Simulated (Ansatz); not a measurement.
CH₈O₂Si₂ (`OC(O)([SiH3])[SiH3]`), relaxed with RKS PBE-D4/def2-SVP in Ansatz 0.2.0 from a rough embedded geometry. The force threshold is 0.03 eV/Å; the program also tests the step.

Charge 0, multiplicity 1.

Start:

```xyz
13

O     0.085   -1.644    0.856
C     0.296   -0.579    0.007
O     1.136   -1.108   -1.004
Si   -1.278    0.351   -0.683
Si    1.140    0.976    0.943
H    -0.671   -2.235    0.517
H     0.585   -1.567   -1.706
H    -0.963    1.448   -1.596
H    -2.187    0.855    0.487
H    -2.130   -0.623   -1.385
H     2.399    0.589    1.546
H     0.225    1.474    1.997
H     1.363    2.063    0.022
```

(1) By how much does the energy fall, and how many steps does the optimiser take? (Best estimate.)

(2) Which bonds change most? (Best estimate.)

(3) Give the relaxed structure. (An estimate is asked.)

## Answers

(1) The calculation gave: 13.63 kcal/mol, in 5 steps.

(2) Ansatz gave: C2–Si5 from 2.001 to 1.927 Å; Si4–H9 from 1.564 to 1.503 Å; Si5–H13 from 1.442 to 1.503 Å; Si5–H11 from 1.449 to 1.501 Å.

(3) The calculation gave: 
```xyz
13

O    -0.045   -1.438    0.965
C     0.238   -0.410    0.016
O     1.106   -0.837   -1.034
Si   -1.405    0.275   -0.727
Si    1.245    0.913    0.990
H    -0.682   -2.065    0.566
H     0.596   -1.399   -1.653
H    -1.169    1.363   -1.736
H    -2.362    0.748    0.331
H    -2.015   -0.918   -1.433
H     2.503    0.287    1.516
H     0.409    1.429    2.128
H     1.580    2.053    0.070
```
